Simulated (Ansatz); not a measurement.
Species: sum formula H2SiO (charge +1, doublet). 
Geometry from a B3LYP-D3(BJ)/def2-TZVP (Ansatz, an electronic-structure program) optimisation:
```xyz
4

Si     0.0888    -0.4751     0.0041
O     -0.2062     1.1037    -0.0096
H     -1.1059    -1.3344    -0.0090
H      1.5130    -0.8447     0.0280
```
Charge +1, spin multiplicity 2.

Basis-set convergence of Hartree-Fock and CCSD correlation energies (hartree) with Ansatz. Cores are frozen in the correlated levels unless marked. Open shells are spin-unrestricted. Spin-orbit coupling is left out. No relativistic terms.

| basis | functions | E(HF) | E(corr, CCSD) |
|---|---|---|---|
| aug-cc-pV(D+d)Z | 73 | -364.63619 | -0.26145 |
| aug-cc-pV(T+d)Z | 147 | ? | ? |

Problem. Fill in the missing entries.

Solution. 
- aug-cc-pV(T+d)Z, E(HF): -364.67160
- aug-cc-pV(T+d)Z, E(corr, CCSD): -0.31431
